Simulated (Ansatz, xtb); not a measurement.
# BH3N2Si: 10 structures ranked

10 gas-phase structures of BH3N2Si, found in a search over its isomers (lower ones may exist). Each was relaxed with GFN2-xTB:

A. `B=N[SiH]=N`, a singlet
B. `N=B[SiH]=N`, a singlet
C. a singlet given by its coordinates
D. `BN[Si]#N`, a singlet
E. `[H]/N=[Si]1/BN1`, a singlet
F. a singlet given by its coordinates
G. `N#[Si]BN`, a singlet
H. `N=BN=[SiH2]`, a singlet
I. `BN=[Si]=N`, a singlet
J. `B=NN=[SiH2]`, a singlet

C (Å):

```xyz
7

B    -1.1333   -0.4030    1.6277
N    -2.4128    0.1898    1.3839
N    -1.0819   -1.2939    0.5089
Si   -2.6692   -0.7803   -0.0687
H    -2.9338    0.8889    1.8838
H    -0.3628   -0.2161    2.4863
H    -0.3853   -1.9534    0.2094
```

Close contacts (Å): B1–N2 1.43, B1–N3 1.43, N2–Si4 1.77, N3–Si4 1.77, B1–H6 1.17, N2–H5 1.00, N3–H7 1.00.

F (Å):

```
atom    x (Å)    y (Å)    z (Å)
   B  -1.8713  -0.9260   1.0048
   N  -1.6691  -0.9859   2.3859
   N  -1.3272   0.1277   0.2543
  Si  -1.4546  -1.0804   3.9661
   H  -1.4387   0.2227  -0.7391
   H  -0.7837   0.8659   0.6676
   H  -2.4985  -1.7515   0.4391
```

Close contacts (Å): B1–N2 1.40, B1–N3 1.40, N2–Si4 1.60, B1–H7 1.18, N3–H5 1.00, N3–H6 1.01.

**Question.** Estimate their order in r2SCAN-D4/def2-SVP energy at these geometries, lowest first.

**Answer.** Calculated order at r2SCAN-D4/def2-SVP: C (0.0), F (1.5), H (143.3), A (162.9), B (238.1), E (238.2), I (292.6), G (349.5), J (367.5), D (374.7) kJ/mol. Less than 1 kcal/mol parts C and F; B and E, so the order within those pairs means little.

Energies above the lowest of each column, in kJ/mol; the last columns are at PBE0-D3(BJ)/def2-SVP geometries and were run for some of them only (a dash: not run or not comparable):

| structure | GFN2-xTB | HF/STO-3G | r2SCAN-D4/def2-SVP | PBE0-D3(BJ)/def2-SVP | CCSD(T)/def2-TZVP |
| --- | --- | --- | --- | --- | --- |
| C | 25.9 | 0.0 | 0.0 | 0.0 | 0.0 |
| F | 33.0 | 102.6 | 1.5 | 18.3 | 13.1 |
| H | 7.4 | 356.9 | 143.3 | – | – |
| A | 0.0 | 361.1 | 162.9 | – | – |
| B | 112.2 | 439.7 | 238.1 | – | – |
| E | 148.4 | 502.5 | 238.2 | – | – |
| I | 42.5 | 569.6 | 292.6 | – | – |
| G | 155.6 | 534.1 | 349.5 | – | – |
| J | 104.9 | 518.1 | 367.5 | – | – |
| D | 90.9 | 537.9 | 374.7 | – | – |

CCSD(T)/def2-TZVP puts C lowest of those it was run on; GFN2-xTB picks A. Some further structures that were screened fall inside this span and aren't listed. Flexible structures stand in one conformer each, not always the lowest. Frequencies (PBE0-D3(BJ)/def2-SVP) were run for C, F alone.

Over these structures GFN2-xTB departs from r2SCAN-D4/def2-SVP by 85.9 kJ/mol on average once a common shift is removed. A GFN2-xTB relaxation took about 0.48 s and the r2SCAN-D4/def2-SVP energy about 4.8 s on a shared host (Ansatz 0.2.0, xtb 6.7.1).
